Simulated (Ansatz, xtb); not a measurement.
# C5H2N2: which of two isomers lies lower

Structure X is `N#CC=C=CC#N`, a singlet and structure Y is `N#CC#CCC#N`, a singlet. Both are isolated molecules in the gas phase, relaxed with PBE0-D3(BJ)/def2-SVP.

Energies in hartree; the thermal terms are from PBE0-D3(BJ)/def2-SVP harmonic frequencies (ideal gas, rigid rotor, one conformer each, 298.15 K, 1 atm) and include the zero-point energy:

|  | X | Y |
| --- | --- | --- |
| E, CCSD(T)/def2-SVP | −300.079153 | −300.077529 |
| E, MP2/def2-SVP | −300.009652 | −300.015173 |
| E, MP2/def2-TZVPP | −300.543565 | −300.549205 |
| zero-point energy | 0.054552 | 0.055345 |
| H(298 K) − E | 0.062146 | 0.062979 |
| G(298 K) − E | 0.024046 | 0.024194 |

Task: Correct the CCSD(T) difference for the basis set by the MP2 change, then work out ΔE, ΔE₀, ΔH and ΔG for X → Y in kcal/mol (1 Eh = 627.51 kcal/mol) and the equilibrium ratio [Y]/[X].

Result: 1. Differences Y − X: CCSD(T) +0.001624, MP2 in the small set −0.005521, MP2 in the large set −0.005640 Eh.
2. ΔE = +0.001624 + (−0.005640 − (−0.005521)) = +0.001505 Eh = +0.94 kcal/mol.
3. ΔE₀ = ΔE + ΔZPE = +0.001505 + (+0.000793) Eh = +1.44 kcal/mol.
4. ΔH = ΔE + (+0.000833) Eh = +1.47 kcal/mol.
5. ΔG = ΔE + (+0.000148) Eh = +1.04 kcal/mol, so ΔS = (ΔH − ΔG)/T = +6.0 J/(mol K).
6. kT = 0.9442 mEh, so K = [Y]/[X] = exp(−ΔG/kT) = exp(−1.75) ≈ 0.17.

Structure X is favoured at this temperature. An error of 1 kcal/mol in ΔG would change K by a factor of 5.4. Mirror images and further conformers aren't counted.

As drawn, Y has 1 C–C, 1 C≡C in place of 2 C=C.

Other levels gave ΔE = −2.2 (GFN2-xTB); −11.4 (HF/STO-3G, GFN2-xTB geometries); +2.6 (r2SCAN-D4/def2-SVP, GFN2-xTB geometries); +2.5 (PBE0-D3(BJ)/def2-SVP); +0.8 (HF/def2-SVP); −3.5 (MP2/def2-SVP); +1.0 (CCSD(T)/def2-SVP) kcal/mol. The correlated steps freeze 7 core orbitals. Programs: Ansatz 0.2.0, xtb 6.7.1.
